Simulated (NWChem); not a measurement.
The numbers come from NWChem runs, not from measurements. System: H2ISi, charge 0, spin multiplicity 2, displaced from the optimised geometry. The structure started from a generated list of species. Its SCF solution wasn't tested for a lower state. Level: UB3LYP/def2-SVP with def2 effective core potentials on I, VWN1-RPA local correlation.

Job file:

```
start mol
memory heap 200 mb stack 900 mb global 1100 mb
geometry units angstroms nocenter noautoz
  Si    -0.413173    -1.853210     0.000000
  I      0.102411     0.583477     0.000000
  H      0.178325    -2.489677    -1.254552
  H      0.178325    -2.489677     1.254552
  symmetry group Cs
end
basis spherical
  * library def2-svp
end
ecp
  I library def2-ecp
end
dft
  xc b3lyp
  odft
  mult 2
  semidirect memsize 60000000 filesize 0
  iterations 100
  tolerances tight
end
task dft gradient
```

Output (cleaned and shortened):

```
             Northwest Computational Chemistry Package (NWChem) 7.3.0
             --------------------------------------------------------

                                NWChem Input Module
                                -------------------

 Scaling coordinates for geometry "geometry" by  1.889725989
 (inverse scale =  0.529177249)

 Turning off AUTOSYM since
 SYMMETRY directive was detected!

                             Geometry "geometry" -> ""
                             -------------------------

 Output coordinates in angstroms (scale by  1.889725989 to convert to a.u.)

  No.       Tag          Charge          X              Y              Z
 ---- ---------------- ---------- -------------- -------------- --------------
    1 Si                  14.0000    -0.41317300    -1.85321000     0.00000000
    2 I                   53.0000     0.10241100     0.58347700     0.00000000
    3 H                    1.0000     0.17832500    -2.48967700    -1.25455200
    4 H                    1.0000     0.17832500    -2.48967700     1.25455200

 Effective nuclear repulsion energy (a.u.)     184.4646985099

            Nuclear Dipole moment (a.u.)
            ----------------------------
        X                 Y               Z
 ---------------- ---------------- ----------------
     0.0000207870    -0.0000245664     0.0000000000

      Symmetry information
      --------------------

 Group name             Cs
 Group number              2
 Group order               2
 No. of unique centers     3

      Symmetry unique atoms

     1    2    3


 Summary of "ao basis" -> "" (spherical)
 ------------------------------------------------------------------------------
       Tag                 Description            Shells   Functions and Types
 ---------------- ------------------------------  ------  ---------------------
 *                          def2-svp                  on all atoms

                                 NWChem DFT Module
                                 -----------------

 Summary of "ao basis" -> "ao basis" (spherical)
 ------------------------------------------------------------------------------
       Tag                 Description            Shells   Functions and Types
 ---------------- ------------------------------  ------  ---------------------
 Si                         def2-svp                 8       18   4s3p1d
 I                          def2-svp                10       26   4s4p2d
 H                          def2-svp                 3        5   2s1p

 Summary of "ao basis" -> "ao basis" (spherical)
 ------------------------------------------------------------------------------
       Tag                 Description            Shells   Functions and Types
 ---------------- ------------------------------  ------  ---------------------
 Si                         def2-svp                 8       18   4s3p1d
 I                          def2-svp                10       26   4s4p2d
 H                          def2-svp                 3        5   2s1p

      Symmetry analysis of basis
      --------------------------

        a'         36
        a"         18

            General Information
            -------------------
          SCF calculation type: DFT
          Wavefunction type:  spin polarized.
          No. of atoms     :     4
          No. of electrons :    41
           Alpha electrons :    21
            Beta electrons :    20
          Charge           :     0
          Spin multiplicity:     2
          Use of symmetry is: on ; symmetry adaption is: on
          Maximum number of iterations: 100
          AO basis - number of functions:    54
                     number of shells:    24
          Convergence on energy requested:  1.00D-06
          Convergence on density requested:  1.00D-05
          Convergence on gradient requested:  5.00D-04

              XC Information
              --------------
                         B3LYP Method XC Potential
                     Hartree-Fock (Exact) Exchange  0.200
                        Slater Exchange Functional  0.800 local
                    Becke 1988 Exchange Functional  0.720 non-local
              Lee-Yang-Parr Correlation Functional  0.810
                  VWN I RPA Correlation Functional  0.190 local

             Grid Information
             ----------------
          Grid used for XC integration:  medium
          Radial quadrature: Mura-Knowles
          Angular quadrature: Lebedev.
          Tag              B.-S. Rad. Rad. Pts. Rad. Cut. Ang. Pts.
          ---              ---------- --------- --------- ---------
          Si                  1.10       88           9.0       590
          I                   1.40      123          10.0       590
          H                   0.35       45          10.0       434
          Grid pruning is: on
          Number of quadrature shells:   256
          Spatial weights used:  Erf1

          Convergence Information
          -----------------------
          Convergence aids based upon iterative change in
          total energy or number of iterations.
          Levelshifting, if invoked, occurs when the
          HOMO/LUMO gap drops below (HL_TOL):  1.00D-02
          DIIS, if invoked, will attempt to extrapolate
          using up to (NFOCK): 10 stored Fock matrices.

                    Damping( 0%)  Levelshifting(0.5)       DIIS
                  --------------- ------------------- ---------------
          dE  on:    start            ASAP                start
          dE off:    2 iters        100 iters           100 iters

      Screening Tolerance Information
[...]
  ----- ------------  ---------------      ----- ------------  ---------------
    30      0.473204  2 I  py                33      0.330001  2 I  py
     9     -0.263024  1 Si py                27     -0.189844  2 I  py
    12     -0.176802  1 Si py                24     -0.155002  2 I  py
    45      0.149398  3 H  s                 50      0.149398  4 H  s
    21      0.141394  2 I  s                  6      0.139258  1 Si py

 Vector   19  Occ=1.000000D+00  E=-2.810918D-01  Symmetry=a'
              MO Center=  2.8D-02,  3.5D-01, -1.6D-13, r^2= 2.4D+00
   Bfn.  Coefficient  Atom+Function         Bfn.  Coefficient  Atom+Function
  ----- ------------  ---------------      ----- ------------  ---------------
    29      0.548607  2 I  px                32      0.491196  2 I  px
    26     -0.224102  2 I  px                23     -0.181505  2 I  px
    30     -0.181751  2 I  py                33     -0.151746  2 I  py
    11      0.134189  1 Si px                 8      0.095313  1 Si px
     3     -0.079976  1 Si s                 27      0.073065  2 I  py

 Vector   20  Occ=1.000000D+00  E=-2.720945D-01  Symmetry=a"
              MO Center=  9.2D-02,  3.6D-01,  6.6D-14, r^2= 2.6D+00
   Bfn.  Coefficient  Atom+Function         Bfn.  Coefficient  Atom+Function
  ----- ------------  ---------------      ----- ------------  ---------------
    31      0.594079  2 I  pz                34      0.536898  2 I  pz
    28     -0.241493  2 I  pz                25     -0.195430  2 I  pz
    45      0.102367  3 H  s                 50     -0.102367  4 H  s
    46      0.099218  3 H  s                 51     -0.099218  4 H  s
    15      0.056220  1 Si d -1              10     -0.048935  1 Si pz

 Vector   21  Occ=0.000000D+00  E=-1.269612D-01  Symmetry=a'
              MO Center= -6.7D-01, -1.6D+00, -4.4D-14, r^2= 3.4D+00
   Bfn.  Coefficient  Atom+Function         Bfn.  Coefficient  Atom+Function
  ----- ------------  ---------------      ----- ------------  ---------------
    11      0.501869  1 Si px                 4     -0.409058  1 Si s
     3     -0.343643  1 Si s                  8      0.314553  1 Si px
    32     -0.265906  2 I  px                29     -0.228457  2 I  px
     2     -0.197113  1 Si s                  5     -0.175650  1 Si px
    46      0.169968  3 H  s                 51      0.169968  4 H  s

 Vector   22  Occ=0.000000D+00  E=-3.069375D-02  Symmetry=a'
              MO Center= -1.4D-01, -1.0D+00,  8.7D-15, r^2= 4.7D+00
   Bfn.  Coefficient  Atom+Function         Bfn.  Coefficient  Atom+Function
  ----- ------------  ---------------      ----- ------------  ---------------
    12      0.815748  1 Si py                33      0.771151  2 I  py
     4      0.509457  1 Si s                 22     -0.455466  2 I  s
     3      0.400039  1 Si s                 11      0.392465  1 Si px
    30      0.304312  2 I  py                 9      0.287830  1 Si py
    21     -0.251532  2 I  s                  2      0.188642  1 Si s

 Vector   23  Occ=0.000000D+00  E= 4.571927D-02  Symmetry=a'
              MO Center= -7.2D-02, -2.2D+00,  3.2D-13, r^2= 3.8D+00
   Bfn.  Coefficient  Atom+Function         Bfn.  Coefficient  Atom+Function
  ----- ------------  ---------------      ----- ------------  ---------------
    46      1.112539  3 H  s                 51      1.112539  4 H  s
     4     -1.004491  1 Si s                 12      0.901589  1 Si py
    11     -0.697560  1 Si px                 3     -0.584936  1 Si s
     2     -0.236328  1 Si s                 45      0.178314  3 H  s
    50      0.178314  4 H  s                 32      0.164748  2 I  px

   alpha - beta orbital overlaps
   -----------------------------

   alpha      1      2      3      4      5      6      7      8      9     10
    beta      1      2      3      4      5      6      9      7      8     10
 overlap   1.000  1.000  1.000  0.998  0.998  1.000  0.783  0.783  1.000  0.997

   alpha     11     12     13     14     15     16     17     18     19     20
    beta     11     12     13     14     15     16     17     18     19     20
 overlap   0.997  0.999  0.999  0.999  1.000  0.997  1.000  0.994  0.967  1.000

   alpha     21     22     23     24     25     26     27     28     29     30
    beta     21     22     24     23     25     26     27     28     29     30
 overlap   0.967  0.997  0.999  0.998  0.999  0.997  0.999  0.990  0.979  0.993

   alpha     31     32     33     34     35     36     37     38     39     40
    beta     31     33     32     34     35     36     37     38     39     40
 overlap   0.932  0.959  0.998  0.973  0.997  0.973  0.995  0.992  0.990  0.996

   alpha     41     42     43     44     45     46     47     48     49     50
    beta     41     42     43     44     45     46     47     48     49     50
 overlap   0.993  0.993  1.000  1.000  1.000  1.000  1.000  1.000  1.000  1.000

   alpha     51     52     53     54
    beta     51     52     53     54
 overlap   1.000  1.000  1.000  1.000

     --------------------------
     Expectation value of S2:
     --------------------------
      <S2> =      0.7517 (Exact =     0.7500)

 center of mass
 --------------
 x =   0.02163376 y =   0.20690379 z =   0.00000000

 moments of inertia (a.u.)
 ------------------
         546.629577230668         -99.679657317068           0.000000000000
         -99.679657317068          33.292663849074           0.000000000000
           0.000000000000           0.000000000000         557.264316631202

     Multipole analysis of the density
     ---------------------------------

     L   x y z        total         alpha         beta         nuclear
     -   - - -        -----         -----         ----         -------
     0   0 0 0      0.000000    -21.000000    -20.000000     41.000000

     1   1 0 0     -0.075992      3.361891      1.980900     -5.418784
     1   0 1 0     -0.413861     16.769677     13.689612    -30.873151
     1   0 0 1     -0.000000     -0.000000     -0.000000      0.000000

     2   2 0 0    -31.263456    -23.464826    -17.496808      9.698178
     2   1 1 0      0.755170    -22.595257    -17.094259     40.444685
     2   1 0 1      0.000000      0.000000      0.000000      0.000000
     2   0 2 0    -28.187470   -144.451830   -130.101727    246.366086
     2   0 1 1      0.000000     -0.000000      0.000000      0.000000
     2   0 0 2    -31.365999    -22.246494    -20.360506     11.241001

            General Information
            -------------------
          SCF calculation type: DFT
          Wavefunction type:  spin polarized.
          No. of atoms     :     4
          No. of electrons :    41
           Alpha electrons :    21
            Beta electrons :    20
          Charge           :     0
          Spin multiplicity:     2
          Use of symmetry is: on ; symmetry adaption is: on
          Maximum number of iterations: 100
          AO basis - number of functions:    54
                     number of shells:    24
          Convergence on energy requested:  1.00D-06
          Convergence on density requested:  1.00D-05
          Convergence on gradient requested:  5.00D-04

              XC Information
              --------------
                         B3LYP Method XC Potential
                     Hartree-Fock (Exact) Exchange  0.200
                        Slater Exchange Functional  0.800 local
                    Becke 1988 Exchange Functional  0.720 non-local
              Lee-Yang-Parr Correlation Functional  0.810
                  VWN I RPA Correlation Functional  0.190 local

             Grid Information
             ----------------
          Grid used for XC integration:  medium
          Radial quadrature: Mura-Knowles
          Angular quadrature: Lebedev.
          Tag              B.-S. Rad. Rad. Pts. Rad. Cut. Ang. Pts.
          ---              ---------- --------- --------- ---------
          Si                  1.10       88           9.0       590
          I                   1.40      123          10.0       590
          H                   0.35       45          10.0       434
          Grid pruning is: on
          Number of quadrature shells:   256
          Spatial weights used:  Erf1

          Convergence Information
          -----------------------
          Convergence aids based upon iterative change in
          total energy or number of iterations.
          Levelshifting, if invoked, occurs when the
          HOMO/LUMO gap drops below (HL_TOL):  1.00D-02
          DIIS, if invoked, will attempt to extrapolate
          using up to (NFOCK): 10 stored Fock matrices.

                    Damping( 0%)  Levelshifting(0.5)       DIIS
                  --------------- ------------------- ---------------
          dE  on:    start            ASAP                start
          dE off:    2 iters        100 iters           100 iters

      Screening Tolerance Information
      -------------------------------
          Density screening/tol_rho:  1.00D-10
          AO Gaussian exp screening on grid/accAOfunc:  14
          CD Gaussian exp screening on grid/accCDfunc:  20
          XC Gaussian exp screening on grid/accXCfunc:  20
          Schwarz screening/accCoul:  1.00D-08

                            NWChem DFT Gradient Module
                            --------------------------

  charge          =   0.00
  wavefunction    = open shell

  Using symmetry

                         DFT ENERGY GRADIENTS

    atom               coordinates                        gradient
                 x          y          z           x          y          z
   1 Si     -0.780784  -3.502059   0.000000   -0.006476   0.003327   0.000000
   2 I       0.193529   1.102612   0.000000    0.000583   0.004768   0.000000
   3 H       0.336985  -4.704807  -2.370760    0.002947  -0.004047  -0.008079
   4 H       0.336985  -4.704807   2.370760    0.002947  -0.004047   0.008079

                 ----------------------------------------
                 |  Time  |  1-e(secs)   |  2-e(secs)   |
                 ----------------------------------------
                 |  CPU   |       0.01   |       1.75   |
                 ----------------------------------------
                 |  WALL  |       0.01   |       1.75   |
                 ----------------------------------------

 Task  times  cpu:        3.3s     wall:        3.3s

 Total times  cpu:        3.3s     wall:        3.3s
```
